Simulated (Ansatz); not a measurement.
A family of molecules: the HOMO–LUMO gap

One atom is swapped for its congeners: CH5AlO3 `C[O][Al]([OH])[OH]`; CH5GaO3 `C[O][Ga]([OH])[OH]`; CH5InO3 `C[O][In]([OH])[OH]`. All are singlets with charge 0.

Shapes, held fixed at every level: PBE0-D4/def2-TZVP. Programs: Ansatz 0.2.0. Values in eV.

Question: How should the HOMO–LUMO gap change along the series?

Answer: At wB97X-V/def2-TZVPP the HOMO–LUMO gap falls at every step, from 12.15 to 10.51 eV. Every level shows the same order. For atoms past krypton def2 sets carry core potentials with scalar relativity. Relativity is left out for Ga unless named. Orbital gaps aren't excitation energies, and the LUMO depends on the basis.

```
               level  CH5AlO3  CH5GaO3  CH5InO3
   PBE-D4/def2-TZVPP     5.27     4.63     3.47
r2SCAN-D4/def2-TZVPP     6.12     5.32     4.03
 B3LYP-D4/def2-TZVPP     7.15     6.56     5.37
  PBE0-D4/def2-TZVPP     7.72     7.17     5.96
  wB97M-V/def2-TZVPP    11.71    11.37    10.25
  wB97X-V/def2-TZVPP    12.15    11.72    10.51
```
